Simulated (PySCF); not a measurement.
Electric field gradients and quadrupole coupling constants

Compound: CF3SO3CF3, C2F6O3S.
Structure used (GFN2-xTB), in Å, numbered top down from 1:
```
atom  x, y, z in Å
O1     0.701   -0.248   -1.944
S2     0.470    0.339   -0.686
O3     0.147    1.703   -0.549
O4    -0.643   -0.573    0.162
C5    -1.917   -0.198    0.073
F6    -2.217    0.785    0.914
F7    -2.718   -1.214    0.357
F8    -2.231    0.227   -1.150
C9     1.858   -0.126    0.492
F10    2.013   -1.435    0.497
F11    2.984    0.448    0.101
F12    1.554    0.291    1.706
```

Field gradients from the PBE0/pcSseg-1 density (PySCF, non-relativistic), principal values in atomic units, ordered |Vxx| ≤ |Vyy| ≤ |Vzz|:

| atom | Vxx | Vyy | Vzz |
| --- | --- | --- | --- |
| O1 | -0.4208 | -0.7684 | 1.1892 |
| S2 | -0.3315 | -0.8027 | 1.1342 |
| O3 | -0.4267 | -0.7928 | 1.2195 |
| O4 | -0.1370 | -1.6966 | 1.8336 |

Find the asymmetry η = (Vxx − Vyy)/Vzz and the couplings χ = eQV/h (234.96 MHz × Q in barn × V in au), with Q(17O) = −0.0256 b, Q(33S) = −0.0678 b.

| atom | environment | nucleus | η | χzz (MHz) | χxx (MHz) | χyy (MHz) |
| --- | --- | --- | --- | --- | --- | --- |
| O1 | sulfonyl oxygen | 17O | 0.29 | -7.15 | 2.53 | 4.62 |
| S2 | sulfonyl sulfur | 33S | 0.42 | -18.07 | 5.28 | 12.79 |
| O3 | sulfonyl oxygen | 17O | 0.30 | -7.34 | 2.57 | 4.77 |
| O4 | oxygen bonded to C and S | 17O | 0.85 | -11.03 | 0.82 | 10.21 |

What is Vzz at O1 in SI units (1 au = 9.71736 × 10²¹ V/m²)?

1.1892 au = 11.556 × 10²¹ V/m².

One conformer (not necessarily the lowest) at the GFN2-xTB geometry, without solvent, vibrations or thermal averaging. GFN2-xTB bond lengths can be off by several hundredths of an ångström, more for odd bonds, and the gradients follow them. The small basis limits the accuracy of the gradients.
